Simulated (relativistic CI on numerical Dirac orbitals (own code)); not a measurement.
Sm3+ (4f5) in a crystal field

Calculated by Dirac-Coulomb-Breit CI, KLI orbitals optimised for each configuration, model QED (radiative potential, 1s self-energy scaled to tabulated hydrogen-like ionisation energies), valence Slater integrals scaled by 0.75, one configuration in a parametric crystal field (own radial code).

Field parameters in Wybourne normalisation. The field is a parameter set, without covalency.

S and J are read from ⟨S²⟩ = S(S + 1) and ⟨J²⟩ = J(J + 1) of each level; they are not fictitious spins.

D3d, B20 = 1080, B40 = 430, B43 = -1540, B60 = 730, B63 = -450, B66 = -220 cm⁻¹, the lowest 10 levels:

```
E (cm⁻¹)  Degeneracy  Irrep     S     J
     0.0           2     Γ4  2.46  2.53
     108           2  Γ5+Γ6  2.46  2.56
     412           2     Γ4  2.46  2.61
    1102           2     Γ4  2.47  3.46
    1267           2     Γ4  2.47  3.52
    1270           2  Γ5+Γ6  2.47  3.51
    1450           2     Γ4  2.47  3.54
    2312           2     Γ4  2.48  4.47
    2416           2  Γ5+Γ6  2.48  4.50
    2457           2     Γ4  2.48  4.52
```

Principal g values of the ground doublet: 0.26, 0.65, 0.65.

D4h, B20 = -110, B40 = 2400, B44 = 1240, B60 = 380, B64 = 860 cm⁻¹, the lowest 10 levels:

```tsv
E (cm⁻¹)	Degeneracy	Irrep	S	J
0.0	2	Γ7	2.46	2.55
220	2	Γ7	2.45	2.55
228	2	Γ6	2.46	2.60
1150	2	Γ6	2.47	3.49
1195	2	Γ7	2.47	3.51
1225	2	Γ6	2.47	3.54
1449	2	Γ7	2.47	3.48
2310	2	Γ6	2.48	4.52
2390	2	Γ7	2.48	4.52
2443	2	Γ6	2.48	4.51
```

Principal g values of the ground doublet: 0.28, 0.35, 0.35.

The next free-ion level lies 1053 cm⁻¹ above the lowest; the field splits the ground level into components whose J stays near 5/2 as long as their spread is small against that gap.

Levels of this model without a field, named by their leading LS term (the scale mimics covalency, so terms lie below those of the real free ion): 6H°_5/2 0, 6H°_7/2 1053, 6H°_9/2 2261, 6H°_11/2 3568, 6H°_13/2 4928, 6F°_1/2 6199, 6H°_15/2 6306, 6F°_3/2 6403 cm⁻¹.
